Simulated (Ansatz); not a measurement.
Cartesian coordinates in Å:
```
F 0.055 -0.946 -2.329
C -0.460 -0.582 -1.148
C -0.476 0.678 -0.695
C -0.173 1.304 0.435
Si 0.381 -0.485 0.590
H -0.803 1.980 0.997
H -0.351 -1.194 1.659
H 1.827 -0.755 0.491
```

Total charge 0; spin multiplicity 1.

List the ωB97M-V/def2-TZVPP orbital energies in eV (the Gaussian-basis code of Ansatz). (Estimate.)

The calculation gave: Occupied: -1808.30, -678.01, -283.81, -283.30, -282.34, -149.29, -103.43, -103.41, -103.36, -37.03, -27.33, -22.37, -18.46, -18.03, -16.38, -15.85, -15.63, -13.52, -13.42, -11.80, -10.90, -8.59. Lowest empty: 0.13, 1.69, 1.87, 2.18, 3.35, 3.74, 4.24, 5.57.
